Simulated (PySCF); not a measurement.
## EPR parameters of C6H11O2

C6H11O2 (doublet state).
Atom-mapped SMILES: `[CH3:1][O:2][C:3]1[CH2:4][CH2:5][CH2:6][CH2:7][O:8]1` (hydrogens: H9, H10, H11 on C1; H12, H13 on C4; H14, H15 on C5; H16, H17 on C6; H18, H19 on C7)

Cartesian coordinates in Å at the GFN2-xTB level; atoms count from 1:
```xyz
19
C6H11O2 angstrom
C      2.755   -0.577   -0.563
O      1.792    0.430   -0.753
C      0.802    0.515    0.208
C     -0.252    1.536   -0.067
C     -1.532    0.864   -0.598
C     -1.903   -0.285    0.336
C     -0.737   -1.264    0.422
O      0.463   -0.622    0.879
H      2.298   -1.571   -0.557
H      3.286   -0.435    0.384
H      3.452   -0.494   -1.394
H      0.140    2.256   -0.784
H     -0.496    2.060    0.862
H     -2.343    1.592   -0.653
H     -1.348    0.477   -1.602
H     -2.788   -0.811   -0.027
H     -2.116    0.106    1.333
H     -0.930   -2.057    1.147
H     -0.553   -1.711   -0.565
```

The hyperfine couplings belong to this conformer and change with its torsions.

Computed with UKS B3LYP, pcH-1 on C H O, non-relativistic, mean-field spin-orbit, GIAO in PySCF 2.14.0. Geometry: GFN2-xTB, one conformer, isolated molecule. The geometry wasn't refined by DFT: couplings that depend on bond lengths, twists or pyramidal angles can differ widely from those at the functional's own minimum. The SCF solution wasn't tested for stability.

```json
{
  "g1, g2, g3": "2.00203, 2.00350, 2.00375",
  "g_iso": "2.00309",
  "Form of g": "close to axial: the two nearest values differ by 14 % of g3 − g1",
  "⟨S²⟩": "0.7532 (exact 0.7500)",
  "α and β electrons": "32, 31",
  "HOMO–LUMO gap, α and β orbitals": "5.25, 7.19 eV"
}
```

Isotropic coupling and dipolar principal values T1 to T3, in G (MHz turned into gauss with g_iso; 10 G = 1 mT):

```csv
atom,isotope,a_iso,T1,T2,T3,Mulliken spin population
C1,13C,0.9,-0.7,-0.3,1.0,-0.01
O2,17O,-8.3,-20.7,9.8,10.9,0.10
C3,13C,92.4,-27.2,-26.7,53.8,0.83
C4,13C,-3.4,-0.8,-0.6,1.5,-0.06
C5,13C,13.7,-1.6,-1.4,3.0,0.04
C6,13C,0.4,-0.3,-0.2,0.5,0.00
C7,13C,19.4,-2.3,-2.0,4.3,0.05
O8,17O,-36.2,-5.2,2.3,2.8,0.00
H9,1H,3.5,-1.2,-1.0,2.2,0.00
H10,1H,4.6,-1.6,-1.3,2.8,0.02
H11,1H,-0.8,-1.1,-0.9,2.0,0.00
H12,1H,0.4,-1.8,-1.5,3.3,0.00
H13,1H,18.9,-2.1,-1.7,3.8,0.02
H14,1H,2.1,-1.0,-0.5,1.5,0.01
H15,1H,-1.2,-1.2,-0.6,1.8,0.00
H16,1H,2.7,-0.5,-0.4,0.9,0.00
H17,1H,0.7,-0.7,-0.6,1.3,0.00
H18,1H,-0.8,-1.4,-0.8,2.2,0.00
H19,1H,-0.3,-1.5,-0.7,2.2,0.00
```

Largest spin populations (Mulliken): C3 (+0.83) and O2 (+0.10). C3 is the only atom above +0.15. The angles at C3 add up to 351.8°, so it is slightly pyramidal.

Axes: g2 points within 11° of the O2–C3 bond.

Under fast tumbling the dipolar parts average out, and these isotropic splittings remain: 2 × 1H (H12/H13, I = 1/2, 3 lines) with 0.96 mT, 3 × 1H (H9/H10/H11, I = 1/2, 4 lines) with 0.25 mT, 2 × 1H (H16/H17, I = 1/2, 3 lines) with 0.17 mT, 2 × 1H (H18/H19, I = 1/2, 3 lines) with 0.06 mT and 2 × 1H (H14/H15, I = 1/2, 3 lines) with 0.05 mT.

Nuclei that the bonding pattern makes equivalent are averaged, as if the motion that swaps them (rotation, inversion, ring flip) were fast. The three 1H nuclei of mean +6.9 MHz run from -2.1 to 12.9 MHz in the frozen geometry. The 1H value of +27.0 MHz is a mean of couplings from 1.0 to 53.1 MHz in this one geometry, not an average over conformers. The 1H value of +1.3 MHz is a mean of couplings from -3.2 to 5.9 MHz in this one geometry, not an average over conformers.

The 13C coupling of C3 (259.1 MHz) shows only in satellite lines or after enrichment, since that isotope makes up about 1.07 % of natural carbon.

The 17O coupling of O8 (-101.6 MHz) shows only in satellite lines or after enrichment, since that isotope makes up about 0.038 % of natural oxygen.

The run took 79 s wall (with the writing of density and orbital grids) on an Intel Xeon Platinum 8375C at 2.90 GHz with one thread, shared host, and the process peaked at 0.97 GiB of memory.
